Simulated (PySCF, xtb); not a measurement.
C5H6O2, SMILES C=C=CCC(=O)O.

GFN2-xTB (xtb) at its own geometry gives an orbital gap of 4.20 eV and a dipole moment of 1.90 D.

The structure is a stationary point at TPSSh-D3(BJ)/def2-SVP. The values are those of a single conformer.

Q: What does B3LYP/def2-TZVP (PySCF) give? (Estimate from the structure and the level; the computed values follow.)

A: gap 6.92 eV (levels -7.27 and -0.36 eV), dipole 1.66 D.
